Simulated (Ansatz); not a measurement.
CH₇AlOSSi, SMILES `C[O][AlH][SiH2]S`, relaxed with RKS PBE-D4/def2-SVP in Ansatz 0.2.0 from a rough embedded geometry. The force threshold is 0.03 eV/Å; the program also tests the step.

Charge 0, multiplicity 1.

Start:

```xyz
12

C    -0.866   -1.713   -0.953
O    -1.587   -0.774   -0.295
Al   -0.781    0.877   -0.467
Si    0.767    1.697    1.077
S     2.422    0.241    1.166
H    -1.272   -2.718   -0.832
H    -0.750   -1.506   -2.053
H     0.212   -1.759   -0.511
H    -1.173    1.816   -1.779
H     1.284    2.951    0.688
H     0.166    1.684    2.406
H     1.577   -0.797    1.552
```

```tsv
step	energy (eV)	largest force (eV/Å)	largest move (Å)
1	-28482.1523	2.818	0.000
2	-28482.6295	1.144	0.191
3	-28482.7345	0.806	0.139
4	-28482.8076	0.567	0.124
5	-28482.8749	0.773	0.193
6	-28482.9351	0.391	0.186
7	-28482.9739	0.568	0.191
8	-28482.9761	0.355	0.200
9	-28483.0172	0.268	0.105
10	-28483.0295	0.449	0.151
11	-28483.0419	0.228	0.078
12	-28483.0423	0.493	0.127
13 (rejected)	-28483.0218	0.330	0.198
14	-28483.0535	0.088	0.082
15 (rejected)	-28483.0532	0.098	0.044
16	-28483.0552	0.024	0.021
17	-28483.0563	0.043	0.047
18	-28483.0574	0.074	0.070
19	-28483.0584	0.060	0.105
20	-28483.0592	0.062	0.029
21	-28483.0600	0.046	0.030
22	-28483.0608	0.056	0.079
23	-28483.0611	0.063	0.024
24	-28483.0614	0.033	0.009
25	-28483.0615	0.043	0.019
26	-28483.0616	0.023	0.016
```

End:

```xyz
12

C    -0.796   -1.910   -1.125
O    -0.359   -0.777   -0.419
Al   -0.538    0.936   -0.525
Si    0.762    1.887    1.313
S     2.240    0.332    1.696
H    -1.412   -2.565   -0.468
H    -1.409   -1.656   -2.021
H     0.075   -2.512   -1.469
H    -1.432    1.551   -1.704
H     1.519    3.145    0.973
H    -0.065    2.216    2.536
H     1.415   -0.646    1.213
```

It took 61 s on 4 threads of a server CPU on a shared host, with 0.19 GiB of host memory at the peak.
